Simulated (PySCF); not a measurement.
Compound: C5H12Al2O2.
SMILES with atom numbers: `[CH3:1][C:2]#[C:3][AlH-:4]1[O+:5]([CH3:6])[AlH2-:7][O+:8]1[CH3:9]` (hydrogens: H10, H11, H12 on C1; H13 on Al4; H14, H15, H16 on C6; H17, H18 on Al7; H19, H20, H21 on C9)

Computed with PySCF, PBE0-D3(BJ)/def2-SVP geometry optimisation, gas phase.

(1) What internal coordinates does the optimisation give?

Answers

(1) 
| bond | length (Å) | order |
| --- | --- | --- |
| C1–C2 | 1.452 | single |
| C2≡C3 | 1.224 | triple |
| C3–Al4 | 1.914 | single |
| Al4–O5, Al4–O8 | 1.859 | single |
| O5–C6, O8–C9 | 1.412 | single |
| O5–Al7, Al7–O8 | 1.865 | single |
| C1–H10, C1–H11, C1–H12 | 1.102 | single |
| Al4–H13 | 1.585 | single |
| C6–H14 and 5 like bonds | 1.101 | single |
| Al7–H17 | 1.592 | single |
| Al7–H18 | 1.592 | single |

Bonds in one row agree within 0.01 Å and their mean is given. Orders are formal, as drawn. A selection of angles:
| angle | degrees |
| --- | --- |
| C2–C1–H10 | 111.1 |
| H10–C1–H11 | 107.8 |
| C1–C2–C3 | 179.8 |
| C2–C3–Al4 | 179.1 |
| C3–Al4–O5 | 114.8 |
| C3–Al4–O8 | 107.8 |
| C3–Al4–H13 | 120.8 |
| O5–Al4–O8 | 80.9 |
| O5–Al4–H13 | 109.8 |
| O8–Al4–H13 | 116.0 |
| Al4–O5–C6 | 129.1 |
| Al4–O5–Al7 | 99.3 |
| C6–O5–Al7 | 129.8 |
| O5–C6–H14 | 110.4 |
| H14–C6–H15 | 108.8 |
| H15–C6–H16 | 108.0 |
| O5–Al7–O8 | 80.6 |
| O5–Al7–H17 | 108.9 |
| O5–Al7–H18 | 115.0 |
| O8–Al7–H17 | 114.8 |
| O8–Al7–H18 | 109.3 |
| H17–Al7–H18 | 121.3 |
| Al7–O8–C9 | 128.4 |
| Al4–O8–C9 | 127.0 |

Dihedral angles: C3–Al4–O5–C6 -89° (synclinal); Al4–O5–Al7–O8 0° (synperiplanar); O5–Al7–O8–C9 -155° (antiperiplanar); C3–Al4–O8–Al7 -113° (anticlinal). The mirror-image conformer, all signs reversed, is as good.

The 4-membered ring Al4–O5–Al7–O8 has internal angles of 80.6° to 99.3° (sum 360°, against 360° for a flat polygon); it is planar, 0.00 Å rms from its mean plane, widest ring torsion 0°. Al4 (aluminium bonded to C, 2 O and H) has angles from 80.9° to 120.8°. The C–C distances run from 1.224 Å (C2≡C3, drawn triple) to 1.452 Å (C1–C2, drawn single), a spread of 0.228 Å. Of the pairs four or more bonds apart, C3···H19 is among the closest relative to their van der Waals radii: 2.96 Å, 102 % of the sum of Bondi's values. Al7 (aluminium bonded to 2 O and 2 H) has angles from 80.6° to 121.3°. O5 (oxygen bonded to 2 Al and C) is almost planar (angles 129.8°, 129.1° and 99.3°, sum 358.1°, 0.13 Å off the plane of its three neighbours).

Point group: C1 (no symmetry element, even within 0.4 Å). No PBE0-D3(BJ)/def2-SVP frequencies stand behind this structure, so it isn't proved a minimum.
